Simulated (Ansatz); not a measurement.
Reaction (formal exchange of groups at a Ge–O bond): `[NH2][Ge]([OH])([F])[Cl]` + CH₄ → `[CH3][Ge]([NH2])([F])[Cl]` + H₂O

Calculated with Ansatz (gas phase, PBE0-D4/def2-TZVP geometries, no zero-point term in ΔE). CBS: MP2 limit from def2 TZ/QZ plus the TZ coupled-cluster correction, frozen cores. This one scheme is used for every species. DFT in def2-TZVPP. B3LYP here is the variant with VWN-RPA as its local correlation; programs differ in this. HSE06 is defined as in plane-wave codes. For Ge outer-core shells are correlated without core-valence functions, which leaves a few kJ/mol of doubt a bond. Scalar relativity is left out up to krypton. Each species was taken in one conformer, which may not be the lowest.

```tsv
level	ΔE (kJ/mol)	difference from CCSD(T)/CBS
LDA (SPW92)	41.0	1.5
PBE-D4	40.9	1.4
BLYP-D4	46.9	7.4
r2SCAN-D4	49.4	9.9
B97M-V	53.5	14.0
PBE0-D4	40.6	1.1
B3LYP-D4	46.5	7.0
r2SCANh-D4	48.3	8.8
r2SCAN0-D4	47.0	7.5
HSE06-D4	40.8	1.3
BHLYP-D4	48.8	9.3
CAM-B3LYP-D4	49.0	9.5
ωB97X-V	47.2	7.7
ωB97M-V	44.7	5.2
B2PLYP	49.7	10.2
PBE-QIDH	44.5	5.0
PBE	42.8	3.3
revPBE	43.4	3.9
BLYP	50.3	10.8
r2SCAN	50.1	10.6
PBE0	42.5	3.0
B3LYP	49.5	10.0
r2SCAN0	47.8	8.3
HSE06	42.6	3.1
BHLYP	51.7	12.2
CAM-B3LYP	51.0	11.5
LC-ωPBE	44.7	5.2
RPA@PBE/def2-TZVPP	44.7	5.2
HF/def2-SVP	57.8	18.3
MP2/def2-SVP	60.9	21.4
CCSD/def2-SVP	58.9	19.4
HF/def2-TZVPP	58.8	19.3
MP2/def2-TZVPP	44.6	5.1
SCS-MP2/def2-TZVPP	48.8	9.3
CCSD/def2-TZVPP	45.6	6.1
CCSD(T)/def2-TZVPP	45.2	5.7
MP2/def2-QZVPP	41.5	2.0
SCS-MP2/def2-QZVPP	45.9	6.4
MP2/CBS(def2)	38.9	-0.6
CCSD/CBS(def2)	39.9	0.4
CCSD(T)/CBS	39.5	0
```

Largest T1 diagnostic among the species: 0.011.

Leaving LDA and LC-ωPBE aside and taking each functional with its dispersion term where it has one, the values spread over 12.8 kJ/mol, from PBE0-D4 to B97M-V. The D4 term adds −3.0 kJ/mol with B3LYP and −1.8 kJ/mol with PBE0; it sums over pairs of atoms, weighted by their polarisabilities, and B3LYP, whose exchange is more repulsive, gets the larger term. In def2-TZVPP, CCSD(T) changes the Hartree–Fock value by −13.5 kJ/mol (the triples alone add −0.4 kJ/mol) and MP2 by −14.2 kJ/mol.

CCSD(T)/CBS has its own doubt, a few kJ/mol and more with outer-core shells, so smaller differences from it don't rank the levels.
